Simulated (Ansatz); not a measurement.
Input file for Ansatz (a first-principles code): R-wB97M-V/def2-TZVPP on BFH2O (SMILES OBF), a point of a torsion scan.

Ansatz 0.2 input:
```yaml
crystal:
  periodic: [false, false, false]
  atoms:
    - {symbol: O, position_ang: [0.92661669, -0.05082762, -0.37468488]}
    - {symbol: B, position_ang: [-0.36269272, 0.25521273, -0.40468440]}
    - {symbol: F, position_ang: [-0.81756757, 1.30165176, 0.28659648]}
    - {symbol: H, position_ang: [1.40410076, -0.25759214, 0.42382295]}
    - {symbol: H, position_ang: [-1.07979966, -0.18659130, -1.22117615]}
basis:
  gaussian:
    orbitals: def2-TZVPP
hamiltonian:
  xc: {name: wB97M-V}
scf: {lower_state_search: off}
```

Output:

```
WARN ansatz: RAYON_NUM_THREADS=1 ignored (pool sized by the plan → 1); use --threads N
Functional definition: wB97M-V
these checks for a lower state are left out or cut short: stability, starts, cluster_reference, orbital_swaps, neighbouring_geometries, increment
integrals: 0.04 GiB planned
594 factors; their error is unknown
integrals: 0.07 GiB planned
142 factors; integrals over basis functions are off by at most 1.2e-5 eV
mean field: 0.42 GiB planned
mean field evaluation 1: about -5472.3721 eV, gradient 5.0e1 eV
mean field evaluation 2: about -5472.2282 eV, gradient 5.3e1 eV
mean field evaluation 4: about -5476.1424 eV, gradient 1.3e0 eV
mean field evaluation 8: about -5476.1550 eV, gradient 2.9e-2 eV
mean field evaluation 16: about -5476.1550 eV, gradient 4.6e-6 eV
mean field -5476.15497121 eV, -201.2449833208 hartree, gradient 4.6e-6 eV, S^2 0.000000; 0 other end points of the search recorded, 0 dependent functions left out
reference -5476.15501188 eV, -201.2449848154 hartree; 12, 12 occupied and 109, 109 virtual orbitals, 594 factors
Total energy: -5476.15501188 eV, -201.2449848154 hartree
Checks for a lower state left out: stability, starts, cluster_reference, orbital_swaps, neighbouring_geometries, increment
```

The calculation finished and met its thresholds.

Cost: roughly 1.7 core-seconds.
